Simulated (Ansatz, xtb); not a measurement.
Pulling on the Br1–Cl2 bond in BrCl (multiplicity 1 held). Energies count from the point at 2.165 Å.


Restricted levels (R-, RO-) in cc, def2 and unpolarised 6-31G sets keep to the state of the molecule at rest. U- levels take the lowest unrestricted solution at each point, which mixes spins at long bonds. Levels need not reach the same state.

Cores are frozen in the correlated methods. Filled d and f shells under p-block atoms count as core.

Programs: Ansatz (Gaussian basis) for Hartree–Fock, density functionals and correlated methods; xtb for the GFN methods. Values without a source in brackets are computed. The GFN methods have no spin term and hold the electronic entropy of 300 K.

### Question
One of these levels gives 13.14 kcal/mol for the energy at R = 8.661 Å. Which one is it?
A. R-HF/def2-SVP
B. U-HF/def2-SVP
C. GFN2-xTB
D. U-SCS-MP2/def2-SVP

### Answer
B, U-HF/def2-SVP. The others give 59.85 (GFN2-xTB), 154.31 (R-HF/def2-SVP), 40.72 (U-SCS-MP2/def2-SVP)

Doubts at one or more of the structures used: a restricted determinant that unrestricted orbitals would lower (R-HF/def2-SVP); a spin-contaminated determinant (U-HF/def2-SVP, U-SCS-MP2/def2-SVP).

Ansatz is a first-principles code.
